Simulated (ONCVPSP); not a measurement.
## Transferability test, ONCV potential for oxygen

oxygen (O), optimised norm-conserving Vanderbilt (ONCV), made with ONCVPSP 4.0.1 (LDA (Perdew-Wang 92), scalar-relativistic). Core [He], reference 2s2 2p3.5 (charge +0.5). Waves: 2s: rc 0.70 bohr, ncon 5, nbas 8, qcut 11.5 1/bohr, 1 projector; 2p: rc 1.30 bohr, ncon 4, nbas 8, qcut 10.8 1/bohr, 1 projector; d scattering state at 0.06 Ha: rc 1.05 bohr, ncon 5, nbas 8, qcut 7.8 1/bohr, 2 projectors, debl 3.5 Ha. Local part: polynomial inside 0.60 bohr (lpopt 4, dvloc0 0 Ha). Core correction: Teter function fitted to the true core (icmod 2), fcfact 0.25.

Energies are relative to the spin-unpolarised reference configuration 2s2 2p3.5; without spin polarisation the order of configurations can differ from experiment.

```
valence configuration  charge  ΔE all-electron (eV)  error AE − PS (meV)
              2s2 2p4       0                -6.366                 +1.4
              2s2 2p3      +1                10.219                 +2.6
              2s2 2p0      +4               174.866                +1113
```

Task: What are ΔE and the potential's error for 2s2 2p2?

Result: ΔE = 43.932 eV all-electron; the error (AE − PS) is +62 meV.

Levels in the configuration 2s2 2p3:

| level | all-electron (eV) | pseudo (eV) |
| --- | --- | --- |
| 2s | -39.400 | -39.405 |
| 2p | -24.590 | -24.575 |
